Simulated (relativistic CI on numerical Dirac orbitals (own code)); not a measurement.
Method of calculation: Dirac-Coulomb-Breit CI, orbitals from a KLI potential per configuration, model QED, unscaled Slater integrals (own radial code, finite nucleus).

The strongest absorption lines from the ground level of an ion, among the configurations computed and to levels below about 757 eV (vacuum wavelength in nm, gf): 2.6700 (0.18), 2.9288 (0.48), 6.8376 (3.6), 8.7036 (0.87), 10.619 (0.00072).

Task: Which ion is it?
A. Gd28+
B. Er32+
C. Nd24+
D. Gd30+

Result: A. Gd28+ has 36 electrons and the ground level 4s²4p⁶ ¹S0; the strongest line goes to 4s²4p⁵4d ¹P°1. The pattern of lines fixes the number of electrons, and along that sequence the line energies rise steadily with the charge (about as its square where n changes within one kind of shell, about linearly where n is kept but much faster in heavy ions where fine structure, which grows about as Z⁴, sets the gap, and irregularly where shells cross), which fixes Z. Configurations outside the model, such as inner-shell arrays, can give stronger lines. At this charge energies of transitions that change n are usually good to better than 1 %, and those within a shell (Δn = 0) to a few per cent.

LS names give the leading component of a level, which can be under half, so a name can repeat, a term be missing and a line seem to break the LS rules.
